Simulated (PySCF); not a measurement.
## C₆ coefficients of unlike pairs at PBE0

Calculated with PySCF 2.14 from the dipole response of each species, C₆(A,B) = (3/π) ∫ α_A(iu) α_B(iu) du, in atomic units, from isotropic polarisabilities. For ions this is the dispersion term alone; charge-induced terms of lower order in 1/R come first.

```tsv
species	configuration	basis	relativity	α (bohr³)	C₆ (like pair)
O²⁺	[He] 2s2 2p2 (3P)	dyall-av3z (15s9p3d2f)	spin-free X2C	1.741	2.316
Kr	[Kr] (1S)	aug-cc-pVQZ-PP with ECP10MDF (7s6p5d3f2g)	core potential	17.41	134.8
B	[He] 2s2 2p1 (2P)	aug-cc-pVQZ with one added diffuse shell each of s, p, d, f, g type (7s6p5d4f3g)	none	22.64	110.1
Hf³⁺	[Xe] 4f14 5d1 (2D)	def2-QZVPPD with the def2 core potential (60 electrons) (7s6p4d3f2g)	core potential	6.311	25.81
```

Estimate C₆ for Hf³⁺ with O²⁺.

The integral gives 7.719. The combination rule 2 C_A C_B / (C_A α_B/α_A + C_B α_A/α_B) gives 7.705 and the geometric mean 7.731.

No spin-orbit coupling is included.

The other pairs:

```csv
pair,C₆
"Hf³⁺, Kr",57.26
"B, Kr",115.1
"Kr, O²⁺",16.97
"Hf³⁺, B",45.77
"B, O²⁺",13.35
```
